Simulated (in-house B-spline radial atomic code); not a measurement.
Successive ionisation energies of iodine; each step leads to the configuration of the next row (after the last: bare). NIST's values go from ground level to ground level; the uncertainty of those that are theory runs from under 0.1 % in few-electron ions to several per cent in heavy many-electron ones. Computed with a B-spline radial code for spherical atoms: non-relativistic Hartree-Fock, average of the configuration, point nuclei.

This level leaves out relativity, spin-orbit splitting included, which matters for heavy ions.

```json
{"ion": "I44+", "configuration": "[He] 2s2 2p5", "ionisation energy (eV)": "7540.6", "tabulated value (eV)": "7563", "computed minus tabulated (eV)": "-22", "highest orbital": "2p", "largest mean radius (bohr)": "0.12"}
{"ion": "I45+", "configuration": "[He] 2s2 2p4", "ionisation energy (eV)": "?", "tabulated value (eV)": "?", "computed minus tabulated (eV)": "?", "highest orbital": "?", "largest mean radius (bohr)": "?"}
{"ion": "I46+", "configuration": "[He] 2s2 2p3", "ionisation energy (eV)": "8003.8", "tabulated value (eV)": "8044", "computed minus tabulated (eV)": "-40", "highest orbital": "2p", "largest mean radius (bohr)": "0.1186"}
{"ion": "I47+", "configuration": "[He] 2s2 2p2", "ionisation energy (eV)": "8239.6", "tabulated value (eV)": "8601", "computed minus tabulated (eV)": "-361", "highest orbital": "2p", "largest mean radius (bohr)": "0.11791"}
{"ion": "I48+", "configuration": "[He] 2s2 2p1", "ionisation energy (eV)": "8478.2", "tabulated value (eV)": "8867", "computed minus tabulated (eV)": "-389", "highest orbital": "2p", "largest mean radius (bohr)": "0.11723"}
{"ion": "I49+", "configuration": "[He] 2s2", "ionisation energy (eV)": "8776.3", "tabulated value (eV)": "9196", "computed minus tabulated (eV)": "-420", "highest orbital": "2s", "largest mean radius (bohr)": "0.11655"}
{"ion": "I50+", "configuration": "[He] 2s1", "ionisation energy (eV)": "?", "tabulated value (eV)": "?", "computed minus tabulated (eV)": "?", "highest orbital": "?", "largest mean radius (bohr)": "?"}
{"ion": "I51+", "configuration": "1s2", "ionisation energy (eV)": "37320.0", "tabulated value (eV)": "38717", "computed minus tabulated (eV)": "-1397", "highest orbital": "1s", "largest mean radius (bohr)": "0.028504"}
{"ion": "I52+", "configuration": "1s1", "ionisation energy (eV)": "38218.4", "tabulated value (eV)": "39721.55", "computed minus tabulated (eV)": "-1503", "highest orbital": "1s", "largest mean radius (bohr)": "0.028302"}
```

(1) Fill in the row of I45+.

(2) Fill in the row of I50+.

(3) Where is the largest jump?

Results:

(1) ionisation energy (eV): 7770.8; tabulated value (eV): 7811; computed minus tabulated (eV): -40; highest orbital: 2p; largest mean radius (bohr): 0.11929.

(2) ionisation energy (eV): 8987.5; tabulated value (eV): 9421.1; computed minus tabulated (eV): -434; highest orbital: 2s; largest mean radius (bohr): 0.11593.

(3) From I50+ to I51+, by a factor of 4.15 (8987.5 to 37320 eV); the highest orbital goes from 2s to 1s.
